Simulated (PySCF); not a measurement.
C6H7F3O2P (charge -1).
Numbering: `[CH3:1][C:2]#[C:3][P@@:4](=[O:5])([O-:6])[CH2:7][CH2:8][C:9]([F:10])([F:11])[F:12]` (hydrogens: H13, H14, H15 on C1; H16, H17 on C7; H18, H19 on C8)

Cartesian coordinates in Å at the GFN2-xTB level; atoms count from 1:
```xyz
19
C6H7F3O2P angstrom
C      3.7340   -0.0446   -0.3196
C      2.4103   -0.5687   -0.0257
C      1.2969   -0.9508    0.2225
P     -0.2652   -1.8042    0.5636
O     -0.7515   -2.4485   -0.6867
O     -0.1332   -2.6022    1.8086
C     -1.3002   -0.2734    0.8657
C     -1.4140    0.4486   -0.4604
C     -2.3704    1.6083   -0.4191
F     -2.0140    2.5696    0.4595
F     -3.6286    1.2661   -0.0872
F     -2.4784    2.2486   -1.6102
H      4.4512   -0.4023    0.4214
H      4.0565   -0.3753   -1.3087
H      3.7235    1.0472   -0.3001
H     -2.2791   -0.6189    1.2079
H     -0.8592    0.3570    1.6380
H     -0.4336    0.8214   -0.7660
H     -1.7549   -0.2686   -1.2111
```

Mayer bond orders were computed from the PBE0/pcSseg-1 density (PySCF). Geometry: GFN2-xTB, one conformer, isolated ion. The pcSseg-1 basis has no diffuse functions, a weakness for an anion.

Task: Rank these bonds by Mayer order, highest first.
A. C1–C2
B. C9–F12
C. P4–O6
D. C2–C3
E. C3–P4
F. P4–O5
G. C8–C9

Result: D (2.83), C (1.81), F (1.74), A (1.17), G (1.04), B (0.97), E (0.71).

Task: Set the orders of all bonds between heavy atoms beside their lengths and the difference of the ESP-fitted charges at their ends.

Result: 
```json
{"bond": "C2–C3", "Mayer order": "2.833", "length (Å)": "1.203", "q(first) − q(second) (e)": "+0.881"}
{"bond": "P4–O6", "Mayer order": "1.812", "length (Å)": "1.485", "q(first) − q(second) (e)": "+1.965"}
{"bond": "P4–O5", "Mayer order": "1.739", "length (Å)": "1.488", "q(first) − q(second) (e)": "+1.953"}
{"bond": "C1–C2", "Mayer order": "1.172", "length (Å)": "1.454", "q(first) − q(second) (e)": "-0.890"}
{"bond": "C8–C9", "Mayer order": "1.037", "length (Å)": "1.504", "q(first) − q(second) (e)": "-0.731"}
{"bond": "C7–C8", "Mayer order": "1.000", "length (Å)": "1.514", "q(first) − q(second) (e)": "-0.359"}
{"bond": "C9–F11", "Mayer order": "0.991", "length (Å)": "1.345", "q(first) − q(second) (e)": "+0.811"}
{"bond": "C9–F10", "Mayer order": "0.979", "length (Å)": "1.350", "q(first) − q(second) (e)": "+0.820"}
{"bond": "C9–F12", "Mayer order": "0.974", "length (Å)": "1.357", "q(first) − q(second) (e)": "+0.855"}
{"bond": "P4–C7", "Mayer order": "0.844", "length (Å)": "1.872", "q(first) − q(second) (e)": "+1.691"}
{"bond": "C3–P4", "Mayer order": "0.708", "length (Å)": "1.812", "q(first) − q(second) (e)": "-1.784"}
```

The Mayer order sums products of elements of PS (density times overlap matrix) between the two atoms' basis functions, so it depends on the basis set.
